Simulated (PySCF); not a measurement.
Br2Zn, charge +1, doublet, geometry from GFN2-xTB of the parent state (such geometries of metal compounds can be far from the true shape) (a state made from the parent by changing its charge; the spin is typed, not shown lowest); M062X/def2-SV(P) (PySCF).

Here is a job for PySCF.
```python
from pyscf import gto, scf, dft

mol = gto.M(
    atom='''
Zn   -0.65103938   -0.87546759   -1.10303552
Br    0.14629806    1.61838306   -0.43563739
Br    0.41173569   -0.86798227    1.38109641
''',
    basis='def2-sv(p)',
    charge=1,
    spin=1,
    verbose=4,
)

mf = dft.UKS(mol)
mf.xc = 'm062x'
mf.kernel()
```

Question: What does PySCF print? Leave out banner, timings and long lists.

Answer: 
```
PySCF version 2.14.0

[INPUT] verbose = 4
[INPUT] num. atoms = 3
[INPUT] num. electrons = 99
[INPUT] charge = 1
[INPUT] spin (= nelec alpha-beta = 2S) = 1
[INPUT] symmetry False subgroup None
[INPUT] Mole.unit = angstrom
[INPUT] Symbol           X                Y                Z      unit          X                Y                Z       unit  Magmom
[INPUT]  1 Zn    -0.651039380000  -0.875467590000  -1.103035520000 AA   -1.230286124507  -1.654393976033  -2.084435038467 Bohr   0.0
[INPUT]  2 Br     0.146298060000   1.618383060000  -0.435637390000 AA    0.276463265955   3.058300748036  -0.823235356720 Bohr   0.0
[INPUT]  3 Br     0.411735690000  -0.867982270000   1.381096410000 AA    0.778067689809  -1.640248771278   2.609893966520 Bohr   0.0

nuclear repulsion = 621.020728743029
number of shells = 34
number of NR pGTOs = 214
number of NR cGTOs = 88
basis = def2-sv(p)
ecp = {}

******** <class 'pyscf.dft.uks.UKS'> ********
method = UKS
initial guess = minao
damping factor = 0
level_shift factor = 0
DIIS = <class 'pyscf.scf.diis.CDIIS'>
diis_start_cycle = 1
diis_space = 8
diis_damp = 0
SCF conv_tol = 1e-09
SCF conv_tol_grad = None
SCF max_cycles = 50
direct_scf = True
direct_scf_tol = 1e-13
number electrons alpha = 50  beta = 49
XC library pyscf.dft.libxc version 7.1.2
    S. Lehtola, C. Steigemann, M. J. T. Oliveira, and M. A. L. Marques,  SoftwareX 7, 1–5 (2018)
XC functionals = m062x
    Y. Zhao and D. G. Truhlar,  Theor. Chem. Acc. 120, 215 (2008)
    Y. Zhao and D. G. Truhlar,  Theor. Chem. Acc. 120, 215 (2008)
radial grids:
    Treutler-Ahlrichs [JCP 102, 346 (1995); DOI:10.1063/1.469408] (M4) radial grids

becke partition: Becke, JCP 88, 2547 (1988); DOI:10.1063/1.454033
pruning grids: <function nwchem_prune>
grids dens level: 3
symmetrized grids: False
atomic radii adjust function: <function treutler_atomic_radii_adjust>
small_rho_cutoff = 0
Set gradient conv threshold to 3.16228e-05
tot grids = 61488
init E= -6924.29386750649

cycle= 1 E= -6926.51544913989  delta_E= -2.22  |g|= 0.231  |ddm|= 1.65
cycle= 2 E= -6926.52602108143  delta_E= -0.0106  |g|= 0.285  |ddm|= 0.995
cycle= 3 E= -6926.57508144968  delta_E= -0.0491  |g|= 0.0299  |ddm|= 0.43
cycle= 4 E= -6926.57550502901  delta_E= -0.000424  |g|= 0.0111  |ddm|= 0.041
cycle= 5 E= -6926.57559351612  delta_E= -8.85e-05  |g|= 0.00379  |ddm|= 0.0182
cycle= 6 E= -6926.5756045084  delta_E= -1.1e-05  |g|= 0.00162  |ddm|= 0.00661
cycle= 7 E= -6926.57561038622  delta_E= -5.88e-06  |g|= 0.000666  |ddm|= 0.0056
cycle= 8 E= -6926.57561393598  delta_E= -3.55e-06  |g|= 0.000364  |ddm|= 0.00586
cycle= 9 E= -6926.57561527713  delta_E= -1.34e-06  |g|= 0.000219  |ddm|= 0.00446
cycle= 10 E= -6926.57561552968  delta_E= -2.53e-07  |g|= 0.000133  |ddm|= 0.00184
cycle= 11 E= -6926.57561559525  delta_E= -6.56e-08  |g|= 6.42e-05  |ddm|= 0.000889
cycle= 12 E= -6926.57561561664  delta_E= -2.14e-08  |g|= 2.07e-05  |ddm|= 0.000654
cycle= 13 E= -6926.57561561869  delta_E= -2.05e-09  |g|= 9.31e-06  |ddm|= 0.000166
cycle= 14 E= -6926.57561561903  delta_E= -3.4e-10  |g|= 4.05e-06  |ddm|= 6.41e-05
Extra cycle  E= -6926.5756156191  delta_E= -7.46e-11  |g|= 3.28e-06  |ddm|= 2.11e-05
converged SCF energy = -6926.5756156191  <S^2> = 0.75718728  2S+1 = 2.0071744
```
